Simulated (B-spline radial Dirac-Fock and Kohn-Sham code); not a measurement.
ΔSCF core binding energies without Breit or QED terms, calculated with a radial finite-basis atomic code.

A sound run for Rb²⁺ in the configuration [Ar] 3d10 4s2 4p5: The ground state converged in 10 iterations, with total energy -2978.68911 Ha, virial ratio 1.97197 and highest orbital energy -39.49 eV. ΔSCF binding energies: K (1s) 15263.6 eV, M5 (3d5/2) 137.4 eV. Holes are computed only in closed shells, and unreliable hole states are left out.

A second run, with one unsound setting: The ground state converged in 9 iterations, with total energy -2933.14937 Ha, virial ratio 2.08190 and highest orbital energy -41.20 eV. ΔSCF binding energies: K (1s) 15250.8 eV, M5 (3d5/2) 164.6 eV. Holes are computed only in closed shells, and unreliable hole states are left out.

```
iter   energy (Ha)        error
   1    -2929.86939202  5.06e+00
   2    -2933.02309939  4.20e-01
   3    -2933.12566364  1.70e-01
   4    -2933.14506236  6.70e-02
   5    -2933.14922668  1.52e-02
   6    -2933.14936553  2.95e-04
   7    -2933.14936611  3.28e-05
   8    -2933.14936612  1.57e-06
   9    -2933.14936612  5.88e-08
```

Question: Which fault fits the second run best?
A. unbound anion
B. mesh too coarse
C. too few iterations
D. overfilled shell

Answer: B. The input had h = 1.3: h is too large to resolve the orbitals.
